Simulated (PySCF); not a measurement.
**Relaxation of singlet OsO₄**

These are results of PBE0/[Os def2-SVP with ECP60, O def2-SVP], scalar-relativistic core potentials, density fitting, no spin–orbit coupling, PySCF, not measurements. A (50,194) grid was used.

A hand-made square planar start, of D4h symmetry, held to at least that symmetry:

```xyz
5
charge 0 multiplicity 1, angstrom
Os    0.0000    0.0000    0.0000
O     1.7300    0.0000    0.0000
O     0.0000    1.7300    0.0000
O    -1.7300    0.0000    0.0000
O     0.0000   -1.7300    0.0000
```

At each step, columns x, y, z (Å) and Fx, Fy, Fz (eV/Å):

```
step 0  E − E(last) = 10.46 kJ/mol
Os   0.000   0.000   0.000   0.000   0.000   0.000
O    1.730   0.000   0.000   1.810   0.000   0.000
O    0.000   1.730   0.000   0.000   1.810   0.000
O   -1.730   0.000   0.000  -1.810   0.000   0.000
O    0.000  -1.730   0.000   0.000  -1.810   0.000
step 1  E − E(last) = 2.84 kJ/mol
Os   0.000   0.000   0.000   0.000   0.000   0.000
O    1.778   0.000   0.000  -0.866   0.000   0.000
O    0.000   1.778   0.000   0.000  -0.866   0.000
O   -1.778   0.000   0.000   0.866   0.000   0.000
O    0.000  -1.778   0.000   0.000   0.866   0.000
step 2  E − E(last) = 0.02 kJ/mol
Os   0.000   0.000   0.000   0.000   0.000   0.000
O    1.762   0.000   0.000  -0.081   0.000   0.000
O    0.000   1.762   0.000   0.000  -0.081   0.000
O   -1.762   0.000   0.000   0.081   0.000   0.000
O    0.000  -1.762   0.000   0.000   0.081   0.000
step 3  E − E(last) = 0.00 kJ/mol
Os   0.000   0.000   0.000   0.000   0.000   0.000
O    1.761   0.000   0.000   0.004   0.000   0.000
O    0.000   1.761   0.000   0.000   0.004   0.000
O   -1.761   0.000   0.000  -0.004   0.000   0.000
O    0.000  -1.761   0.000   0.000  -0.004   0.000
step 4  E − E(last) = 0.00 kJ/mol
Os   0.000   0.000   0.000   0.000   0.000   0.000
O    1.761   0.000   0.000   0.000   0.000   0.000
O    0.000   1.761   0.000   0.000   0.000   0.000
O   -1.761   0.000   0.000   0.000   0.000   0.000
O    0.000  -1.761   0.000   0.000   0.000   0.000
```

It ends at D4h with Os–O 1.761 Å (×4); O–Os–O 90.0° (×4), O–Os–O 180.0° (×2). A frequency run shows 4 imaginary modes, down to 425i cm⁻¹, so it is a higher-order saddle point.

Spin–orbit coupling, left out here, can matter for elements this heavy.
